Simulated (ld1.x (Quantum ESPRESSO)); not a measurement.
## tellurium (Te), TM: configuration errors across variants

- Element: tellurium
- Generator: ld1.x (Quantum ESPRESSO) 7.5
- Type: norm-conserving Troullier–Martins (Kleinman–Bylander form)
- Functional: PBEsol
- Relativity: scalar-relativistic
- Frozen core: [Kr] 4d10
- Valence charge: 6
- Reference configuration: 5s2 5p4
- Partial waves: 5s (bound): rc 1.90 bohr; 5p (bound): rc 2.15 bohr
- Local potential: all-electron potential smoothed inside 1.95 bohr (lloc = -2)
- Core correction: none

All-electron excitation energies from the reference (eV): (1) 5s2 5p3 9.753; (2) 5s2 5p2 27.722; (3) 5s2 5p1 54.678; (4) 5s2 5p3.5 3.907; (5) 5s1 5p4 19.626; (6) 5s2 5p0 91.201; (7) 5s2 5p4.3 -1.472.

A true bound ghost makes a file unfit for plane-wave use even where its test errors are small: the radial tests pick states by their node count and pass the ghost by.

Errors AE − PS in meV (a dash: test not solved or not reliable):

```tsv
change	(1)	(2)	(3)	(4)	(5)	(6)	(7)	bound ghosts
base	-3.4	-14	-37	-1.1	+8.0	-59	+0.3	none
wave 5p (bound): rc 2.15 bohr becomes 5p (bound): rc 1.44 bohr	-1.0	-4.3	-15	-0.5	+47	+10	+0.4	p
wave 5p (bound): rc 2.15 bohr becomes 5p (bound): rc 1.64 bohr	-2.7	-13	-43	-0.9	+21	-89	+0.3	none
wave 5p (bound): rc 2.15 bohr becomes 5p (bound): rc 1.88 bohr	-3.3	-15	-42	-1.1	+10	-77	+0.3	none
wave 5p (bound): rc 2.15 bohr becomes 5p (bound): rc 2.14 bohr	-3.4	-14	-37	-1.1	+7.9	-58	+0.3	none
wave 5p (bound): rc 2.15 bohr becomes 5p (bound): rc 2.30 bohr	-3.4	-15	-39	-1.1	+8.6	-66	+0.3	none
wave 5p (bound): rc 2.15 bohr becomes 5p (bound): rc 2.72 bohr	-3.7	-20	-65	-1.1	+18	-152	+0.3	none
wave 5p (bound): rc 2.15 bohr becomes 5p (bound): rc 2.98 bohr	-4.2	-26	-97	-1.2	+27	-255	+0.4	none
wave 5p (bound): rc 2.15 bohr becomes 5p (bound): rc 3.20 bohr	-4.8	-33	-130	-1.2	+34	-356	+0.4	none
```

Question: Give the same row for: wave 5p (bound): rc 2.15 bohr becomes 5p (bound): rc 2.50 bohr.

Answer: -3.5, -17, -50, -1.1, +12, -101, +0.3; bound ghosts: none.
